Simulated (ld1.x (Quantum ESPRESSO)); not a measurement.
**Configuration tests for Cs (TM)**

```json
{
  "Element": "caesium (Cs)",
  "Generator": "ld1.x (Quantum ESPRESSO) 7.5",
  "Type": "norm-conserving Troullier–Martins (Kleinman–Bylander form)",
  "Functional": "PBE",
  "Relativity": "fully relativistic",
  "Frozen core": "[Xe]",
  "Valence charge": "1",
  "Reference configuration": "5d0 6s0.75 6p0 (charge +0.25)",
  "Partial waves": "6p (bound, empty): rc 4.15 bohr; 5d (bound, empty): rc 3.45 bohr; 6s (bound): rc 3.20 bohr",
  "Local potential": "the s channel",
  "Core correction": "none"
}
```

Open shells are filled in proportion to 2j + 1 (rel_dist='average').

Energies are relative to the spin-unpolarised reference configuration 5d0 6s0.75 6p0; without spin polarisation the order of configurations can differ from experiment.

```
valence configuration  charge  ΔE all-electron (eV)  error AE − PS (meV)
        5d0 6s0.5 6p0    +0.5                 0.844                 +7.9
          5d0 6s0 6p1       0                 0.742                  +68
      5d0.5 6s0.5 6p0       0                 0.217                  +68
```

(1) What are ΔE and the potential's error for 5d0 6s1 6p0?

(2) What are ΔE and the potential's error for 5d1 6s0 6p0?

Levels in the configuration 5d0 6s1 6p0:

```json
{"level": "6s j=1/2", "all-electron (eV)": "-2.086", "pseudo (eV)": "-2.104"}
```

Note: ghost states, extra bound levels that the all-electron valence spectrum of the same l lacks: p1/2 at -347.8 eV, p3/2 at -98.5 eV. A true bound ghost makes a file unfit for plane-wave use.

Results:

(1) ΔE = -0.626 eV all-electron; the error (AE − PS) is +3.0 meV.

(2) ΔE = 1.045 eV all-electron; the error (AE − PS) is +220 meV.
